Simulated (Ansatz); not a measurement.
System: sum formula SiN₂H₆ (charge 0, singlet). 
Coordinates optimised at B3LYP-D3(BJ)/def2-TZVP (Ansatz, a quantum-chemistry and plane-wave program):
```
Si
N 1 1.7222
H 2 1.0078 1 121.50
H 2 1.0078 3 111.19 1 -153.60
N 1 1.7222 2 121.59 3 -75.85
H 5 1.0078 1 121.50 2 -75.85
H 5 1.0078 6 111.19 1 -153.60
H 1 1.4789 2 105.40 3 164.81
H 1 1.4789 8 114.36 5 -115.20
```

Basis-set convergence of Hartree-Fock and CCSD correlation energies (hartree) with Ansatz. Cores are frozen in the correlated levels unless marked. No spin-orbit coupling. No relativistic terms.

| basis | functions | E(HF) | E(corr, CCSD) |
|---|---|---|---|
| cc-pV(D+d)Z | 81 | -401.38754 | -0.48832 |
| cc-pV(T+d)Z | 183 | -401.44860 | -0.59502 |
| cc-pV(Q+d)Z | 354 | -401.46211 | -0.62923 |

Extrapolating the two largest sets (X = 3 and 4) as X^-3: E(corr) = (64·(-0.62923) - 27·(-0.59502))/37 = -0.6542 Eh, an estimate of the basis-set limit. The largest set recovers 96.2 % of it, the smallest 74.6 %.
